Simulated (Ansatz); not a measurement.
ClFGeH7NSi2, SMILES `[F][GeH]([Cl])[N]([SiH3])[SiH3]`, relaxed with RKS PBE0-D4/def2-TZVP in Ansatz 0.2.0 from a PBE-D4/def2-SVP geometry. The force threshold is 0.005 eV/Å; the program also tests the step.

Total charge 0; spin multiplicity 1.

Start:

```xyz
13

F     0.506    1.134    2.461
Ge    0.381    1.558    0.761
Cl   -1.363    2.823    0.544
N     0.121   -0.065   -0.043
Si   -0.158   -1.497    0.979
Si   -0.071   -0.131   -1.802
H     1.642    2.334    0.337
H    -0.445   -2.613    0.011
H     1.057   -1.841    1.791
H    -1.337   -1.314    1.890
H     0.822   -1.191   -2.385
H    -1.490   -0.414   -2.213
H     0.337    1.219   -2.329
```

Problem. How much energy does the relaxation release, and in how many steps? (An estimate is asked.)

Solution. Computed: 0.08 eV, in 12 steps.

Problem. Which bonds change most? (Estimate.)

Solution. Ansatz gave: N4–Si5 from 1.781 to 1.747 Å; N4–Si6 from 1.771 to 1.739 Å; Ge2–Cl3 from 2.166 to 2.135 Å; F1–Ge2 from 1.757 to 1.730 Å.

Problem. Give the relaxed structure. (Estimate.)

Solution. Ansatz gave: 
```xyz
13

F     0.637    1.174    2.415
Ge    0.366    1.552    0.749
Cl   -1.403    2.745    0.696
N     0.100   -0.060   -0.031
Si   -0.204   -1.476    0.945
Si   -0.020   -0.150   -1.764
H     1.542    2.363    0.217
H    -0.561   -2.550   -0.021
H     1.002   -1.882    1.707
H    -1.330   -1.255    1.883
H     0.912   -1.174   -2.299
H    -1.398   -0.478   -2.207
H     0.357    1.191   -2.290
```
